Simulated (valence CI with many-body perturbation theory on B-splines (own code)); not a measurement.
Tm¹⁹⁺: E2, M1 decay

Level of theory: configuration interaction combined with many-body perturbation theory (CI+MBPT): four valence electrons over a frozen Dirac-Fock core [Kr] 4d10, radial functions for each j: 7 s, 7 p, 7 d, 7 f, 4 g, 2 h, with the one-electron correlation potential Σ1, the two-electron term Σ2, the three-electron term Σ3, Breit, model QED; selected CI, second order for the rest, scaled by the run's own slope (own B-spline code, finite nucleus).

No measured spectrum was set against this ion. As an estimate, terms of the open shell hold to a few per cent of their energy, and close levels can change places.

Lines 51 to 100 of 120 in falling wavelength, among levels below 627450 cm⁻¹, chosen from the decays that carry over 1 % of a level's rate. Wavelengths and rates use the calculated energies, so an error of 2000 cm⁻¹ moves a line at 5694 Å by 11 % and its rate by three times that or more. Electric multipoles are in the length gauge, E1 and E2 with the static RPA response of the core. S is in atomic units (e²a₀⁴ for E2 and M2, e²a₀⁶ for E3), for M1 in squared Bohr magnetons. Weak lines are less certain than strong ones. Lines between different terms over intervals too small for the method are left out, as are lines whose strength nearly cancels. Where a level lies close to another of its J and parity, the split of strength between their lines is uncertain.

Names give the largest LS component (configuration and term), which can be under half, so a name can repeat, a term be missing and a line seem to break the LS rules; names also repeat where a configuration has a term twice. Letters in brackets count levels of one name in rising energy.

```
λ vac (Å)         Upper         Lower  Type   A (s⁻¹)  S (a.u.)
     5694  4f4 3L_8 [b]  4f4 3K_7 [a]    M1  4.92e+01  5.73e+00
     5585  4f4 3P_1 [a]      4f4 5G_2    M1  2.39e+00  4.62e-02
     5337  4f4 3G_3 [a]      4f4 5F_3    M1  2.37e+01  9.36e-01
     5316  4f4 3K_8 [a]  4f4 3K_7 [a]    M1  7.94e+00  7.51e-01
     5305  4f4 3D_2 [a]      4f4 5F_3    M1  4.73e+01  1.31e+00
     5209      4f4 3L_7  4f4 3K_6 [a]    M1  8.12e+01  6.39e+00
     5014  4f4 3D_3 [a]  4f4 5F_4 [b]    M1  1.88e+01  6.14e-01
     4933  4f4 3F_4 [a]  4f4 5F_4 [b]    M1  3.50e+01  1.40e+00
     4931  4f4 3F_4 [a]      4f4 5F_5    M1  3.81e+01  1.52e+00
     4813  4f4 3L_8 [a]      4f4 5I_8    M1  5.52e+01  3.88e+00
     4806  4f4 3P_1 [a]      4f4 5S_2    M1  5.60e+01  6.92e-01
     4745  4f4 3D_3 [a]      4f4 5G_3    M1  1.11e+01  3.08e-01
     4732  4f4 1D_2 [a]      4f4 5G_2    M1  3.43e+00  6.74e-02
     4673  4f4 3F_4 [a]      4f4 5G_3    M1  3.30e+00  1.12e-01
     4495  4f4 3I_5 [a]  4f4 5F_4 [b]    M1  1.20e+00  4.43e-02
     4493  4f4 3I_5 [a]      4f4 5F_5    M1  1.18e+01  4.36e-01
     4423  4f4 3K_7 [a]      4f4 5I_7    M1  4.21e+01  2.03e+00
     4354  4f4 3D_3 [a]      4f4 5G_2    M1  1.29e+00  2.76e-02
     4261  4f4 3D_2 [a]      4f4 5F_1    M1  3.85e+01  5.53e-01
     4219  4f4 3G_3 [a]      4f4 5F_2    M1  5.91e+00  1.15e-01
     4199  4f4 3D_2 [a]      4f4 5F_2    M1  2.59e+00  3.56e-02
     4160  4f4 1D_2 [a]      4f4 5S_2    M1  4.60e+01  6.15e-01
     3947  4f4 3I_5 [a]  4f4 3K_6 [a]    M1  8.04e+00  2.01e-01
     3894  4f4 3K_6 [a]      4f4 5I_6    M1  2.48e+01  7.05e-01
     3865  4f4 3D_3 [a]      4f4 5S_2    M1  9.26e+00  1.39e-01
     3807  4f4 1D_2 [a]      4f4 5F_3    M1  5.59e+00  5.71e-02
     3751  4f4 3L_8 [a]      4f4 5I_7    M1  2.86e+01  9.50e-01
     3657  4f4 5F_4 [a]      4f4 5I_5    M1  2.12e+01  3.46e-01
     3616  4f4 3P_1 [a]      4f4 5F_1    M1  4.58e+01  2.41e-01
     3571  4f4 3P_1 [a]      4f4 5F_2    M1  2.77e+00  1.40e-02
     3544  4f4 3D_3 [a]  4f4 5F_4 [a]    M1  9.89e+00  1.14e-01
     3518  4f4 3F_4 [a]      4f4 5F_3    M1  2.08e+01  3.02e-01
     3504  4f4 3F_4 [a]  4f4 5F_4 [a]    M1  2.62e+01  3.76e-01
     3477      4f4 5F_5      4f4 5I_6    M1  1.15e+01  1.97e-01
     3453  4f4 3K_7 [a]      4f4 5I_6    M1  6.49e+01  1.49e+00
     3379      4f4 5F_2      4f4 5I_4    E2  4.81e-03  9.46e-03
     3277  4f4 3I_5 [a]  4f4 5F_4 [a]    M1  2.03e+01  2.92e-01
     3238  4f4 1D_2 [a]      4f4 5F_1    M1  4.65e+01  2.93e-01
     3202  4f4 1D_2 [a]      4f4 5F_2    M1  5.32e+00  3.24e-02
     3089  4f4 3P_0 [a]      4f4 5F_1    M1  1.22e+01  1.34e-02
     3074  4f4 3K_6 [a]      4f4 5I_5    M1  8.11e+01  1.14e+00
     3024  4f4 3D_3 [a]      4f4 5F_2    M1  6.61e-01  4.74e-03
     2916  4f4 3L_8 [b]      4f4 5I_8    M1  1.20e+00  1.88e-02
     2903  4f4 5F_4 [a]      4f4 5I_4    M1  6.53e+01  5.33e-01
     2893      4f4 5F_3      4f4 5I_4    M1  1.16e+00  7.27e-03
     2824      4f4 3L_9      4f4 5I_8    M1  1.26e+01  2.00e-01
     2814  4f4 3K_8 [a]      4f4 5I_8    M1  2.84e+01  3.98e-01
     2809      4f4 5F_5      4f4 5I_5    M1  1.24e+01  1.12e-01
     2808  4f4 5F_4 [b]      4f4 5I_5    M1  2.80e+01  2.07e-01
     2702  4f4 3H_5 [a]      4f4 5I_6    M1  4.38e+01  3.52e-01
```
